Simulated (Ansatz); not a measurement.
`N/C=N/BF`. The species carries charge 0 and has multiplicity 1.

```xyz
9

N     1.6928   -0.5361    0.1499
C     0.4995    0.0651    0.1526
N    -0.5466   -0.4706   -0.3576
B    -1.7445    0.2812   -0.2859
F    -2.8665   -0.2222   -0.7912
H     1.7748   -1.4470   -0.2708
H     2.5015   -0.1024    0.5540
H     0.5081    1.0549    0.6327
H    -1.8192    1.3771    0.2162
```

Task: List the harmonic frequencies (cm⁻¹, unscaled) at PBE0-D4/def2-TZVP in Ansatz. (Best estimate.)

Result: Computed: 126, 201, 202, 339, 465, 566, 681, 910, 1025, 1047, 1105, 1192, 1324, 1367, 1443, 1623, 1728, 2544, 3024, 3611, 3755.

Task: Is this a minimum?

Result: Yes, all 21 modes are real.

Task: Give the ideal-gas thermochemistry at 298.15 K and 1 bar (rigid rotor, harmonic oscillator; point group Cs, symmetry number 1).

Result: Zero-point energy 169.1 kJ/mol; H(298) − E = 186.7 kJ/mol; entropy 311.1 J/(mol·K), of which translation 162.5, rotation 104.5, vibration 44.1; G(298) − E = 93.9 kJ/mol.
